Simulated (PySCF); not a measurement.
## Static response to an electric field

C₅H₄F₃P.
SMILES with atom numbers: `[F:1][C:2]([F:3])([F:4])[p:5]1[cH:6][cH:7][cH:8][cH:9]1` (hydrogens: H10 on C6; H11 on C7; H12 on C8; H13 on C9)

Geometry (GFN2-xTB, Å), atoms numbered from 1 in this order:
```
atom  x, y, z in Å
F1     2.5664    1.3279    0.0672
C2     1.8940    0.1739   -0.0158
F3     2.7635   -0.8107    0.2394
F4     1.5165    0.0363   -1.2927
P5     0.4694    0.1438    1.2345
C6    -0.6220    1.2513    0.3035
C7    -1.5828    0.5556   -0.3259
C8    -1.4501   -0.8790   -0.2094
C9    -0.3883   -1.2786    0.5090
H10   -0.5371    2.3235    0.3440
H11   -2.3804    1.0016   -0.8979
H12   -2.1429   -1.5482   -0.6936
H13   -0.1107   -2.2970    0.7199
```

Level: B3LYP/def2-SVPD (PySCF), static field, nuclei fixed, core orbitals frozen in the response. The polarisability tensor in these axes (au):

```
x   94.08  2.15 11.70
y    2.15 81.28  0.10
z   11.70  0.10 68.98
```

Give the principal values, the mean and the anisotropy Δα = √{½[(α1 − α2)² + (α2 − α3)² + (α1 − α3)²]}.

Principal values 64.35, 81.08 and 98.92 au; mean 81.45 au = 12.07 Å³ = 13.43 × 10⁻⁴⁰ C²·m²/J; Δα = 29.95 au (37 % of the mean).

What is the dipole moment, and where does it point?

(-2.52, -0.23, 0.05) D, 2.53 D in size, pointing from the negative to the positive side. Measured along this direction, the outermost atoms are F1 and F3 at the negative end and H11 and H12 at the positive end.

What depolarisation ratio follows for Rayleigh scattering of linearly polarised light, taking the static tensor?

ρ = 3Δα²/(45ᾱ² + 4Δα²) = 2691.1/(298523 + 3588.2) = 0.00891.

What would n − 1 = 2πNα be for an ideal gas of these molecules at 350 K and 1 atm, electronic part alone?

N = p/kT = 2.0968 × 10¹⁹ cm⁻³, so n − 1 = 2π × N × 12.07 × 10⁻²⁴ cm³ = 1590 × 10⁻⁶ at long wavelengths.

Orientational against electronic polarisability at 273 K (dilute gas, rigid molecules)?

In Gaussian units μ²/3kT = 56.48 Å³ against 12.07 Å³, a ratio of 4.68; the Debye molar polarisation (4π/3)N_A(α + μ²/3kT) is 172.9 cm³/mol, leaving out the vibrational part.

Geometry: GFN2-xTB; no solvent, vibrations or thermal averaging.

These values come from a run that also computed excited states. The run took 51 s on an Arm Neoverse V1 with one thread (shared host).
